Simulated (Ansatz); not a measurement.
Species: sum formula HSiOF3 (charge 0, singlet). SMILES: O[Si](F)(F)F
Coordinates optimised at B3LYP-D3(BJ)/def2-TZVP (Ansatz, a program for electronic structure):
```xyz
6

Si    -0.0003    -0.0045    -0.0066
F     -0.1567    -0.5395     1.4695
F     -0.3876     1.5248     0.0197
F     -1.0165    -0.7661    -0.9306
O      1.4752    -0.2538    -0.5959
H      2.2492     0.1203    -0.1688
```
Charge 0, spin multiplicity 1.

Property: atomisation energy (electronic, to ground-state atoms), in eV. Cores are frozen in the correlated levels unless marked. Open shells are spin-unrestricted. Spin-orbit coupling is left out. Non-relativistic. The coupled-cluster limit lacks core correlation, which all-electron functionals hold. Basis-set limits of correlation are two-point, X^-3; Hartree-Fock from the larger set.

```json
[
 {"level": "revPBE-D4/def2-TZVPD", "program": "Ansatz + dftd4", "atomisation energy (eV)": "27.43", "minus last row": "-1.18", "rough core time": "under 20 s"},
 {"level": "r2SCAN/def2-TZVPD", "program": "Ansatz", "atomisation energy (eV)": "28.20", "minus last row": "-0.41", "rough core time": "under 20 s"},
 {"level": "B97M-V/def2-TZVPD", "program": "Ansatz", "atomisation energy (eV)": "28.12", "minus last row": "-0.49", "rough core time": "under 20 s"},
 {"level": "B3LYP-D3(BJ)/def2-TZVPD", "program": "Ansatz + dftd3", "atomisation energy (eV)": "27.78", "minus last row": "-0.83", "rough core time": "under 20 s"},
 {"level": "B3LYP/def2-TZVPD", "program": "Ansatz", "atomisation energy (eV)": "27.63", "minus last row": "-0.98", "rough core time": "under 20 s"},
 {"level": "PBE0-D4/def2-TZVP", "program": "Ansatz + dftd4", "atomisation energy (eV)": "27.64", "minus last row": "-0.97", "rough core time": "under 20 s"},
 {"level": "BHLYP-D3(BJ)/def2-TZVPD", "program": "Ansatz + dftd3", "atomisation energy (eV)": "26.70", "minus last row": "-1.91", "rough core time": "under 20 s"},
 {"level": "wB97X/def2-TZVPD", "program": "Ansatz", "atomisation energy (eV)": "28.04", "minus last row": "-0.57", "rough core time": "under 20 s"},
 {"level": "MP2/6-31G*", "program": "Ansatz", "atomisation energy (eV)": "27.15", "minus last row": "-1.46", "rough core time": "-"},
 {"level": "RI-MP2/aug-cc-pV(Q+d)Z", "program": "Ansatz", "atomisation energy (eV)": "29.73", "minus last row": "1.12", "rough core time": "under 20 s"},
 {"level": "SCS-MP2/6-31G*", "program": "Ansatz", "atomisation energy (eV)": "26.49", "minus last row": "-2.12", "rough core time": "-"},
 {"level": "CCSD/cc-pV(T+d)Z", "program": "Ansatz", "atomisation energy (eV)": "27.08", "minus last row": "-1.53", "rough core time": "-"},
 {"level": "CCSD(T)/6-31G*", "program": "Ansatz", "atomisation energy (eV)": "25.87", "minus last row": "-2.74", "rough core time": "under 20 s"},
 {"level": "CCSD(T)/cc-pVTZ", "program": "Ansatz", "atomisation energy (eV)": "27.24", "minus last row": "-1.37", "rough core time": "40 s"},
 {"level": "CCSD(T)/CBS(cc-pV(T+d)Z,cc-pV(Q+d)Z)", "program": "Ansatz", "atomisation energy (eV)": "28.61", "minus last row": "0.00", "rough core time": "-"}
]
```

Core times are rough, on shared machines, summed over the molecules involved; a dash marks a level read off another run, or run on other hardware, by another program or under a memory cap.
